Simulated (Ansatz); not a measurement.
`C[Si](O)(Cl)Br` → `CBr` + `O[Si]Cl` at 700 K and 1 bar (silylene formation by 1,1-elimination).

Computed with Ansatz on PBE0-D4/def2-TZVP structures; ΔE is electronic, products minus reactants. CCSD(T)/CBS is the MP2 limit (def2-TZVPP, def2-QZVPP) plus CCSD(T) − MP2 in def2-TZVPP, frozen cores. This one scheme is used for every species. For Br outer-core shells are correlated without core-valence functions, which leaves a few kJ/mol of doubt a bond. Scalar relativity is left out up to krypton. Each species was taken in one conformer, which may not be the lowest.

| species | CCSD(T)/CBS energy (Eh) | H − E (kJ/mol) | S (J/(mol·K)) |
| --- | --- | --- | --- |
| `C[Si](O)(Cl)Br` | -3437.98992 | 220.7 | 482.5 |
| `CBr` | -2613.17401 | 130.7 | 291.4 |
| `O[Si]Cl` | -824.69782 | 79.3 | 333.7 |

H − E and S are ideal-gas, rigid-rotor, harmonic terms from PBE0-D4/def2-TZVP, for one conformer and one mirror image of each species. 1 Eh = 2625.50 kJ/mol, R = 8.31446 J/(mol·K).

Task: By hand: ΔE, ΔH, ΔS and ΔG.

Result: ΔE = (-2613.17401) + (-824.69782) − (-3437.98992) = 0.11809 Eh = 310.0 kJ/mol. Δ(H − E) = 130.7 + 79.3 − 220.7 = -10.7, so ΔH = 299.3 kJ/mol. ΔS = 291.4 + 333.7 − 482.5 = 142.6 J/(mol·K). ΔG = 299.3 − 700 × (142.6)/1000 = 199.5 kJ/mol.

Task: By hand: the equilibrium constant, and the temperature at which ΔG would vanish if ΔH and ΔS stayed fixed.

Result: log₁₀ K = −ΔG/(RT ln 10) = -14.9. ΔG = 0 at ΔH/ΔS = 2099 K.

The number of gas molecules changes by +1, which sets the sign of ΔS. A doubt of 5 kJ/mol in ΔE shifts log₁₀ K by 0.4 here. Other conformers and mirror images would add mixing entropy, several J/(mol·K) or more a flexible species. These are equilibria of isolated gas molecules and say nothing of rates. Largest T1 diagnostic: 0.014 (customary marks: 0.02 for closed shells, 0.045 for open ones).
